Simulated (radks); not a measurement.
Results of a calculation; reference values are marked as such.
Task: Nd II, configuration [Xe] 4f2 5d2 6s1 (not the ground configuration). Level of theory: non-relativistic Kohn-Sham, PBE, spin-unpolarised, spherical densities, point nucleus; relativity is left out, which matters for an element this heavy (a radial shooting solver on a logarithmic mesh with Libxc functionals). Some entries of the table are withheld. Estimate them.

| orbital | occ. | eigenvalue (hartree) | <1/r> (bohr^-1) | <r^2> (bohr^2) |
|---|---|---|---|---|
| 1s | 2 | -1511.872 | 59.46 | 0.0008558 |
| 2s | 2 | -237.6064 | 13.76 | 0.01372 |
| 2p | 6 | -225.2283 | (1) | 0.01023 |
| 3s | 2 | -52.10934 | (2) | 0.09037 |
| 3p | 6 | -46.70626 | 5.070 | 0.08518 |
| 3d | 10 | -36.64114 | 4.958 | 0.06914 |
| 4s | 2 | -10.85068 | 2.188 | 0.4559 |
| 4p | 6 | -8.79470 | 2.096 | (3) |
| 4d | 10 | -5.16501 | 1.896 | 0.5600 |
| 5s | 2 | -1.78490 | (4) | 2.505 |
| 5p | 6 | -1.20734 | 0.7854 | (5) |
| 4f | 2 | -0.86253 | 1.441 | 0.9783 |
| 5d | 2 | -0.38481 | 0.5433 | 6.713 |
| 6s | 1 | -0.31834 | 0.3207 | (6) |

Result: 
(1) 2p <1/r> (bohr^-1): 13.78
(2) 3s <1/r> (bohr^-1): 5.136
(3) 4p <r^2> (bohr^2): 0.4841
(4) 5s <1/r> (bohr^-1): 0.8805
(5) 5p <r^2> (bohr^2): 3.124
(6) 6s <r^2> (bohr^2): 17.21
